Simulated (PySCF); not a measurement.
**Excitation energy of Cr²⁺ by level of theory**

Cr²⁺ [Ar] 3d4 (5D) → Cr²⁺ [Ar] 3d3 4s1 (5F), as a difference of total energies. All numbers are calculated (PySCF 2.14, the spin-free X2C one-electron Hamiltonian (Gaussian nucleus), in x2c-QZVPPall with one added diffuse shell each of s, p, d, f, g type (12s8p6d4f3g, 121 functions)). Correlated levels: valence: [Ar] frozen; valence and next inner shell: [Ne] frozen. The calculations carry no spin-orbit coupling.

```json
{"method": "UHF", "excitation energy (cm⁻¹)": "44836"}
{"method": "LDA", "excitation energy (cm⁻¹)": "50896"}
{"method": "PBE", "excitation energy (cm⁻¹)": "49065"}
{"method": "PBE0", "excitation energy (cm⁻¹)": "49589"}
{"method": "r2SCAN", "excitation energy (cm⁻¹)": "47773"}
{"method": "TPSS", "excitation energy (cm⁻¹)": "49070"}
{"method": "M06-2X", "excitation energy (cm⁻¹)": "51056"}
{"method": "r2SCANh", "excitation energy (cm⁻¹)": "48015"}
{"method": "MP2 (valence)", "excitation energy (cm⁻¹)": "48179"}
{"method": "SCS-MP2 (valence)", "excitation energy (cm⁻¹)": "45950"}
{"method": "MP2 (valence and next inner shell)", "excitation energy (cm⁻¹)": "50005"}
{"method": "SCS-MP2 (valence and next inner shell)", "excitation energy (cm⁻¹)": "47908"}
```

A first-order spin-orbit estimate (lowest level to lowest level, LS coupling) adds -0.025 eV.
